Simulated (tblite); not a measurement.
C4H10Al (SMILES C[CH2][Al+][CH2]C), charge +1, singlet, geometry from GFN2-xTB (such geometries of metal compounds can be far from the true shape); tblite with GFN1-xTB.

Here is a job for tblite.
```
$ tblite run mol.xyz --method gfn1 --charge 1 --spin 0 --spin-polarized --json tblite.json --no-restart

# file mol.xyz
15

Al    -0.09023144     0.01356658     0.20025252
C      1.51854398    -0.83448371     0.98657008
C      1.70064142    -2.30365472     0.52608516
H      1.44417185    -0.80154327     2.08862801
H      2.41670119    -0.25032418     0.71706835
H      1.82072654    -2.37342995    -0.55488311
H      0.85099941    -2.92195475     0.81522816
H      2.59268864    -2.71916556     0.99087900
C     -1.70196876     0.86206219    -0.57949163
C     -1.40492777     2.25919325    -1.18236869
H     -2.47667148     0.95678279     0.20282012
H     -2.12654163     0.20669779    -1.36102555
H     -0.67444291     2.20108265    -1.98908825
H     -1.02548809     2.94818966    -0.42798177
H     -2.32286815     2.67859721    -1.58969727
```

Output, abridged:

```
xTB calculator
 | screened Coulomb repulsion
 | Coulomb electrostatics
 |  * isotropic Klopman-Ohno-Mataga-Nishimoto electrostatics
 |  * onsite third-order electrostatics
 | DFT-D3(BJ) dispersion correction
 | Interactions (1)
 | [1] spin polarization

halogen bonding energy    0.0000000000000E+00 Eh
repulsion energy          1.9478521563405E-01 Eh
dispersion energy        -4.4410821729525E-03 Eh
interaction energy        0.0000000000000E+00 Eh
number of electrons       2.8000000000000E+01 e
integral cutoff           4.0000000000000E+01 bohr

------------------------------------------------------------
  cycle        total energy    energy error   density error
------------------------------------------------------------
      1     -14.55909617169  -1.4749440E+01   3.9805277E-01
      2     -14.64699216121  -8.7895990E-02   2.1369844E-01
      3     -14.64736691744  -3.7475622E-04   5.4718494E-02
      4     -14.64754948963  -1.8257219E-04   2.4472421E-03
      5     -14.64757940480  -2.9915175E-05   7.8525554E-04
      6     -14.64758074409  -1.3392900E-06   2.8717020E-04
      7     -14.64758143076  -6.8667079E-07   3.9826426E-05
      8     -14.64758144590  -1.5137537E-08   2.3999835E-06
------------------------------------------------------------

electronic energy        -1.4837925579363E+01 Eh
total energy             -1.4647581445902E+01 Eh

Post processing:
 | Mayer-Wiberg bond orders

[Info] JSON dump of results written to 'tblite.json'
```
